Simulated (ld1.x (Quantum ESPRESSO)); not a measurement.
## Which change was made? (Bi, TM semilocal)

```json
{"Element": "Bi", "Generator": "ld1.x (Quantum ESPRESSO) 7.5", "Type": "norm-conserving Troullier–Martins (semilocal form)", "Functional": "LDA (PZ)", "Relativity": "scalar-relativistic", "Frozen core": "[Xe] 4f14", "Valence charge": "15", "Reference configuration": "5d10 6s1 6p4", "Partial waves": "6p (bound): rc 2.00 bohr; 5d (bound): rc 2.00 bohr; 6s (bound): rc 1.85 bohr", "Local potential": "the s channel", "Core correction": "a·sin(br)/r model core inside 1.50 bohr"}
```

Cutoffs, loose and tight: the cutoffs (Ry, on a coarse ladder) from which the occupation-weighted sum of valence levels, in a spherical-Bessel basis at the reference potential, stays within 10 and 1 mRy of its value at 400 Ry. They do not see the model core or the augmentation charge, which bear on the density cutoff. Test errors are all-electron minus pseudo excitation energies from the reference, over the configurations 5d10 6s2 6p3; 5d10 6s2 6p2; 5d10 6s2 6p1; 5d10 6s0 6p5; 5d9 6s2 6p3; 5d10 6s1 6p0; 5d10 6s2 6p2.5 (two spin-polarised tests are not counted in the largest error); variants that change the core or the reference have their own tests.

The base gives: outcome: generated; cutoff, loose: 55 Ry; cutoff, tight: 90 Ry; bound ghosts: none; largest test error (meV): -59.

Question: After one change the result is: outcome: generated; cutoff, loose: 100 Ry; cutoff, tight: 160 Ry; bound ghosts: none; largest test error (meV): +237. Which change was it?
A. all radii but the core radius scaled by about 0.81 (s 1.50, p 1.62, d 1.62 bohr)
B. type PAW, which also changes the form from semilocal to separable; waves now 6s (bound): rcut 1.60, rcutus 1.85 bohr; 6s channel at 2.9 Ry: rcut 1.60, rcutus 1.85 bohr; 6p (bound): rcut 1.75, rcutus 2.00 bohr; 6p channel at -0.05 Ry: rcut 1.75, rcutus 2.00 bohr; 5d (bound): rcut 1.75, rcutus 2.00 bohr; 5d channel at -1.75 Ry: rcut 1.75, rcutus 2.00 bohr; local potential all-electron potential smoothed inside 1.65 bohr (lloc = -1); augmentation BESSEL, radius 1.40 bohr
C. reference 5d10 6s2 6p1.5

Answer: A. The others give: type PAW, which also changes the form from semilocal to separable; waves now 6s (bound): rcut 1.60, rcutus 1.85 bohr; 6s channel at 2.9 Ry: rcut 1.60, rcutus 1.85 bohr; 6p (bound): rcut 1.75, rcutus 2.00 bohr; 6p channel at -0.05 Ry: rcut 1.75, rcutus 2.00 bohr; 5d (bound): rcut 1.75, rcutus 2.00 bohr; 5d channel at -1.75 Ry: rcut 1.75, rcutus 2.00 bohr; local potential all-electron potential smoothed inside 1.65 bohr (lloc = -1); augmentation BESSEL, radius 1.40 bohr → outcome: generated; cutoff, loose: 30 Ry; cutoff, tight: 50 Ry; bound ghosts: p, s; largest test error (meV): -56 | reference 5d10 6s2 6p1.5 → outcome: generated; cutoff, loose: 55 Ry; cutoff, tight: 90 Ry; bound ghosts: none; largest test error (meV): -129. In the semilocal form every listed channel keeps its own potential, so the choice of the local channel does not act on these tests. It acts once the file is put into the separable form.
